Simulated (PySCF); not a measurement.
**Electric field gradients and quadrupole coupling constants**

Compound: C6H10O2Si.
Cartesian coordinates in Å at the GFN2-xTB level; atoms count from 1:
```xyz
19
C6H10O2Si angstrom
C      2.895    1.742   -0.480
C      2.285    0.593   -0.200
C      0.848    0.450   -0.198
C      0.162   -0.676    0.066
C      0.853   -1.968    0.400
Si    -1.712   -0.743    0.074
O     -2.155    0.809   -0.378
C     -3.406    1.163   -0.505
O     -4.353    0.462   -0.309
H      3.967    1.837   -0.477
H      2.336    2.631   -0.724
H      2.872   -0.281    0.043
H      0.295    1.350   -0.433
H      1.564   -2.243   -0.377
H      0.130   -2.773    0.502
H      1.397   -1.881    1.340
H     -2.248   -1.674   -0.917
H     -2.253   -1.007    1.406
H     -3.487    2.217   -0.827
```

Field gradients from the PBE0/pcSseg-1 density (PySCF, non-relativistic), principal values in atomic units, ordered |Vxx| ≤ |Vyy| ≤ |Vzz|:

| atom | Vxx | Vyy | Vzz |
| --- | --- | --- | --- |
| O7 | -0.5500 | -0.7393 | 1.2894 |
| O9 | 0.5425 | 1.0598 | -1.6023 |

**Question.** Find the asymmetry η = (Vxx − Vyy)/Vzz and the couplings χ = eQV/h (234.96 MHz × Q in barn × V in au), with Q(17O) = −0.0256 b.

**Answer.** 
```
atom                               environment  nucleus     η  χzz (MHz)  χxx (MHz)  χyy (MHz)
  O7  oxygen singly bound to a carbonyl carbon      17O  0.15      -7.76       3.31       4.45
  O9                           carbonyl oxygen      17O  0.32       9.64      -3.26      -6.37
```

The tensor is traceless: Vxx + Vyy + Vzz = 0.

**Question.** What is Vzz at O7 in SI units (1 au = 9.71736 × 10²¹ V/m²)?

**Answer.** 1.2894 au = 12.529 × 10²¹ V/m².

**Question.** And the gradient at the other heavy atoms, for which no coupling is worked out here?

**Answer.** 
| atom | environment | Vzz (au) | η |
| --- | --- | --- | --- |
| C1 | terminal =CH2 carbon | 0.340 | 0.34 |
| C2 | alkene CH carbon | 0.340 | 0.40 |
| C3 | alkene CH carbon | 0.336 | 0.42 |
| C4 | fully substituted alkene carbon | 0.292 | 0.53 |
| C5 | allylic carbon | 0.054 | 0.22 |
| Si6 | oxygen-bound silicon | 0.739 | 0.13 |
| C8 | carbonyl carbon | 0.420 | 0.92 |

**Question.** What couplings would deuterons (Q(2H) = 0.00286 b) have in place of the hydrogens, at this geometry?

**Answer.** 
```
atom  bonded to  bond length (Å)  Vzz (au)     η  χzz (kHz)
 H10         C1            1.076    0.3371  0.04        227
 H11         C1            1.078    0.3339  0.05        224
 H12         C2            1.081    0.3247  0.06        218
 H13         C3            1.082    0.3184  0.07        214
 H14         C5            1.089    0.3126  0.01        210
 H15         C5            1.086    0.3161  0.06        212
 H16         C5            1.089    0.3121  0.01        210
 H17        Si6            1.462    0.1602  0.06        108
 H18        Si6            1.462    0.1601  0.06        108
 H19         C8            1.106    0.2723  0.03        183
```

Isolated species at its GFN2-xTB geometry (one conformer only). GFN2-xTB bond lengths can be off by several hundredths of an ångström, more for odd bonds, and the gradients follow them. With so small a basis the couplings can be 20 % off.
